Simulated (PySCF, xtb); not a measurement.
Ge(Me)(SH) (CH4GeS), SMILES [CH3][Ge][SH] (connectivity only; charge and spin as stated), neutral, multiplicity 1.

GFN2-xTB (xtb) at its own geometry gives an orbital gap of 3.05 eV and a dipole moment of 2.71 D.

The structure is a stationary point at PBE0-D3(BJ)/def2-SVP. Other conformers were not sampled.

Q: What does r2SCAN/def2-TZVPD (PySCF) give? (Estimate from the structure and the level; the computed values follow.)

A: gap 2.96 eV (levels -5.87 and -2.91 eV), dipole 0.75 D.
